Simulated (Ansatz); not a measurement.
A structure relaxed at PBE0-D4/def2-TZVP, charge 0, multiplicity 1:

Cartesian coordinates in Å:
```
C 0.773 1.220 0.591
C 0.024 0.054 0.015
Si 0.280 -1.646 0.701
C -0.838 0.192 -0.994
O -1.105 1.390 -1.574
H 0.530 2.151 0.078
H 1.855 1.066 0.521
H 0.543 1.348 1.654
H 1.705 -2.068 0.584
H -0.573 -2.616 -0.041
H -0.069 -1.704 2.149
H -1.378 -0.657 -1.407
H -1.747 1.270 -2.277
```

Q: Give its formula and SMILES.

A: C3H8OSi, `C/C([SiH3])=C\O`.

Q: Point group (tolerance 0.08 Å, 0.16 Å for H)?

A: Cs.

Q: Summarise the bond lengths by kind.

A: 2 × C–C 1.334 to 1.501 Å; 4 × C–H 1.088 to 1.095 Å; 1 × C–Si 1.850 Å; 3 × H–Si 1.489 to 1.491 Å; 1 × C–O 1.357 Å; 1 × H–O 0.959 Å.

All numbers were calculated with Ansatz.
